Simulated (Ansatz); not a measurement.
Basis-set extrapolation for CH6O2Si2, SMILES `O=C[SiH2]O[SiH3]` (PBE0-D4/def2-TZVP geometry, frozen core, Ansatz 0.2.0). Multiplicity 1, RHF reference.

```tsv
	def2-TZVPP	def2-QZVPP
HF	-769.129366	-769.157355
MP2 correlation	-0.862375	-0.928954
CCSD(T) correlation	-0.940553	not run
```

Energies in hartree. Use E(X) = E(∞) + A·exp(−7.88·√X) for Hartree–Fock and E(X) = E(∞) + B·X^(−2.97) for correlation, with X = 3 and 4, and add CCSD(T) minus MP2 of the smaller set to the MP2 limit.

Q: What is the CCSD(T) energy at the basis-set limit?

A: HF limit: -769.157355 + (-0.027989) × 0.13774 = -769.16121. MP2 limit: -0.928954 + (-0.066579) × 0.74074 = -0.97827. Higher-order term: -0.940553 − (-0.862375) = -0.07818. Total: -770.21766 hartree, 4.02 eV below CCSD(T)/def2-TZVPP.
